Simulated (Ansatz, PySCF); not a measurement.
The same groups moved round the core (norbornane formyl+boryl). Gas-phase values, no solvent. One relaxed conformer stands for each flexible species; it need not be the lowest. Strings in code marks are SMILES.

Quantity: electronic energy of isomers of C8H13BO relative to `B[C@]12CC[C@](C=O)(CC1)C2`, in eV.

Level 1: frozen-core MP2/cc-pVDZ // PBE0-D4/def2-SVP (Ansatz, a quantum-chemistry and plane-wave program)
Level 2: B3LYP/6-31G* // PBE0-D4/def2-SVP (PySCF)
Level 3: BP86/6-31G* // PBE0-D4/def2-SVP (PySCF)
Level 4: SVWN5/6-31G* // PBE0-D4/def2-SVP (PySCF)

```tsv
species	level 2	level 3	level 4
`B[C@@]12CC[C@@H](C1)[C@@H](C=O)C2`	0.036	0.037	0.015
`B[C@@H]1[C@@H]2CC[C@H]1[C@@H](C=O)C2`	0.143	0.158	0.143
`B[C@@]12CC[C@@H](C[C@@H]1C=O)C2`	0.024	0.006	-0.052
```

Task: What does level 1 give for each?

Result: 
- `B[C@@]12CC[C@@H](C1)[C@@H](C=O)C2`: 0.034
- `B[C@@H]1[C@@H]2CC[C@H]1[C@@H](C=O)C2`: 0.144
- `B[C@@]12CC[C@@H](C[C@@H]1C=O)C2`: 0.010
